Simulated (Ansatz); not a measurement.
# Cost against result

Saddle point of BH5SO3, singlet (BH₃SO₂ ([OH][B]([OH])[SH]) + H₂O → BH₃O₃ ([OH][B]([OH])[OH]) + H₂S; bonds formed: B1–O6, S2–H5; bonds broken: B1–S2, H5–O6), PBE0-D4/def2-TZVP structure:

| atom | x (Å) | y (Å) | z (Å) |
| --- | --- | --- | --- |
| B1 | 0.1111 | -0.4537 | -0.0601 |
| S2 | 0.7818 | 1.7039 | -0.2087 |
| O3 | 0.4724 | -1.0235 | 1.1364 |
| O4 | 0.4501 | -1.0698 | -1.2437 |
| H5 | -0.8059 | 1.1261 | -0.3091 |
| O6 | -1.3240 | 0.0894 | -0.1666 |
| H7 | 0.6631 | 2.0338 | 1.0877 |
| H8 | 0.1324 | -0.5746 | 1.9110 |
| H9 | 1.2471 | -1.5973 | -1.1639 |
| H10 | -1.7282 | -0.2341 | -0.9832 |

Barriers are electronic and count from the start structure reached by relaxing down the imaginary mode.

Ansatz 0.2.0; basis: as named in each row; cores frozen in the correlated methods. B3LYP uses VWN-RPA correlation. Extrapolation: Hartree–Fock as exp(−7.88 √X), correlation as X^−2.97.

Times are rough, for one single point on 4 threads of a shared host (Arm Neoverse V2).

The estimate by CCSD(T) at an estimated basis limit (MP2 extrapolated from triple and quadruple zeta, plus CCSD(T) − MP2 in triple zeta) is 23.28 kcal/mol.

```
      method       basis  time (s)  barrier (kcal/mol)  method less estimate
          HF      STO-3G   under 1               24.82                  1.54
      PBE-D4      STO-3G   under 1              -10.10                -33.38
       SPW92    def2-SVP   under 1               -1.66                -24.94
    B3LYP-D4       6-31G   under 1               13.25                -10.03
      PBE-D4    def2-SVP   under 1                8.49                -14.79
     PBE0-D4    def2-SVP   under 1               12.35                -10.93
       SPW92  def2-TZVPP   under 1                7.10                -16.18
      PBE-D4  def2-TZVPP         2               16.13                 -7.15
     BLYP-D4  def2-TZVPP         2               19.99                 -3.29
    B3LYP-D4  def2-TZVPP         2               21.73                 -1.55
    BHLYP-D4  def2-TZVPP         2               24.93                  1.65
     PBE0-D4  def2-TZVPP         2               18.69                 -4.59
CAM-B3LYP-D4  def2-TZVPP         2               21.74                 -1.54
     wB97M-V    def2-SVP         3               13.35                 -9.93
   r2SCAN-D4  def2-TZVPP         3               17.23                 -6.05
     CCSD(T)    def2-SVP         3               21.22                 -2.06
  r2SCAN0-D4  def2-TZVPP         3               19.10                 -4.18
  RPA on PBE  def2-TZVPP         4               22.86                 -0.42
      B2PLYP  def2-TZVPP         4               22.76                 -0.52
    PBE-QIDH  def2-TZVPP         4               20.63                 -2.65
     wB97X-V  def2-TZVPP         6               21.93                 -1.35
      B97M-V  def2-TZVPP         6               22.14                 -1.14
     wB97M-V  def2-TZVPP         6               20.74                 -2.53
         MP2  def2-QZVPP        14               21.74                 -1.54
     CCSD(T)  def2-TZVPP        96               22.79                 -0.49
```

All methods are single points on the PBE0-D4 structures; a negative value means that the method puts the saddle structure below the start.

The T1 diagnostic stays at or below 0.013.

Labels in which every atom is bracketed show which atoms are joined, not bond orders.
